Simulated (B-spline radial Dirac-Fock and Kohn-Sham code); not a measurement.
# L-shell conversion coefficients of Si against transition energy

Calculated with a radial finite-basis atomic code, using a Dirac-Hartree-Slater potential of the neutral atom with a Latter tail (no hole, which puts coefficients of high multipoles low close above an edge), finite nucleus with surface currents. Subshells within 1 keV of threshold and pair formation are left out.

| energy (keV) | E3 | E4 | E5 | M1 | M3 | M4 |
| --- | --- | --- | --- | --- | --- | --- |
| 11 | 9670 | 1.38e+06 | 1.82e+08 | 0.109 | 1300 | 150000 |
| 11.5 | 7520 | 1.02e+06 | 1.28e+08 | 0.0956 | 1030 | 113000 |
| 14.1 | 2410 | 253000 | 2.56e+07 | 0.0531 | 358 | 31200 |
| 18.4 | 565 | 42400 | 3.18e+06 | 0.0249 | 92.2 | 5990 |
| 20 | 361 | 24400 | 1.67e+06 | 0.0197 | 60.7 | 3600 |
| 20.7 | 300 | 19400 | 1.28e+06 | 0.0179 | 51.1 | 2920 |
| 20.8 | 293 | 18800 | 1.23e+06 | 0.0176 | 49.9 | 2840 |
| 41.4 | 8.05 | 227 | 6680 | 0.00265 | 1.77 | 48.3 |
| 50 | 3.07 | 70.2 | 1670 | 0.00160 | 0.731 | 16.4 |
| 100 | 0.0935 | 1.06 | 12.2 | 0.000265 | 0.0322 | 0.365 |
| 200 | 0.00316 | 0.0194 | 0.118 | 4.82e-05 | 0.00176 | 0.0107 |
| 205 | 0.00281 | 0.0169 | 0.101 | 4.55e-05 | 0.00159 | 0.00950 |
| 241 | 0.00131 | 0.00690 | 0.0360 | 3.11e-05 | 0.000841 | 0.00438 |
| 264 | 0.000860 | 0.00421 | 0.0204 | 2.51e-05 | 0.000591 | 0.00286 |
| 266 | 0.000830 | 0.00404 | 0.0195 | 2.47e-05 | 0.000574 | 0.00276 |
| 289 | 0.000568 | 0.00259 | 0.0117 | 2.04e-05 | 0.000418 | 0.00189 |
| 336 | 0.000289 | 0.00118 | 0.00473 | 1.45e-05 | 0.000238 | 0.000957 |
| 343 | 0.000264 | 0.00106 | 0.00418 | 1.39e-05 | 0.000221 | 0.000873 |
| 375 | 0.000179 | 0.000671 | 0.00249 | 1.14e-05 | 0.000160 | 0.000591 |
| 499 | 5.43e-05 | 0.000167 | 0.000508 | 6.12e-06 | 5.87e-05 | 0.000178 |
| 500 | 5.39e-05 | 0.000166 | 0.000503 | 6.10e-06 | 5.83e-05 | 0.000177 |
| 617 | 2.39e-05 | 6.43e-05 | 0.000171 | 3.93e-06 | 2.91e-05 | 7.71e-05 |
| 653 | 1.94e-05 | 5.04e-05 | 0.000129 | 3.50e-06 | 2.42e-05 | 6.22e-05 |
| 792 | 9.88e-06 | 2.30e-05 | 5.27e-05 | 2.38e-06 | 1.33e-05 | 3.06e-05 |
| 1000 | 4.71e-06 | 9.68e-06 | 1.97e-05 | 1.52e-06 | 6.73e-06 | 1.37e-05 |
| 1010 | 4.57e-06 | 9.35e-06 | 1.89e-05 | 1.49e-06 | 6.55e-06 | 1.33e-05 |
| 1720 | 1.13e-06 | 1.84e-06 | 2.97e-06 | 5.82e-07 | 1.64e-06 | 2.66e-06 |
| 1800 | 1.01e-06 | 1.63e-06 | 2.59e-06 | 5.40e-07 | 1.47e-06 | 2.35e-06 |
| 2000 | 8.04e-07 | 1.25e-06 | 1.91e-06 | 4.54e-07 | 1.15e-06 | 1.78e-06 |

Q: How fast do they fall between 1720 and 2000 keV?

A: As powers of the energy: E3 E^-2.23, E4 E^-2.57, E5 E^-2.91, M1 E^-1.64, M3 E^-2.34, M4 E^-2.67. Within one type (E or M) the higher multipoles fall faster.
